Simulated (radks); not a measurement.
Problem. The table gives one normalised radial function P(r) = r R(r) (large component) of Tc2+ in [Kr] 4d3.75 5p1.25 (r in bohr). All-electron calculation, Dirac Kohn-Sham, PBEsol, spin-unpolarised, spherical densities, finite nucleus; open shells are shared between the two j in proportion to 2j + 1; Fermi nuclear charge, rms radius 4.4112 fm. Program: a radial shooting solver on a logarithmic mesh with Libxc functionals.

r           P
0.004938   0.1409
0.007607   0.1866
0.01172    0.2279
0.01805    0.2398
0.0278     0.1800
0.04282    0.0071
0.06596   -0.2521
0.1016    -0.4018
0.1578    -0.1306
0.243      0.4588
0.3743     0.5247
0.5765    -0.3794
0.8881    -1.1241
1.368     -0.7849
2.107     -0.2004
3.246     -0.0156
4.999     -0.0002
7.7       0.0000

Which n and l does it have? It may be an empty orbital.

Solution. n = 4, l = 0: the number of nodes gives n - l - 1 = 3, the rise at small r points to l (this Dirac orbital starts outside the nucleus as r^gamma with gamma = sqrt((l + 1)^2 - (Z/c)^2) = 0.95; the j = 1/2 orbital of l + 1 starts with the same power, but with a smaller coefficient, and then steepens), and the extent must fit the shell. The curve is that of 4s1/2. 4s1/2: eigenvalue -96.248 eV, 3 radial nodes at r = 0.0434, 0.175, 0.496 bohr, <r> = 1.05 bohr, 90 % of the charge inside 1.53 bohr.
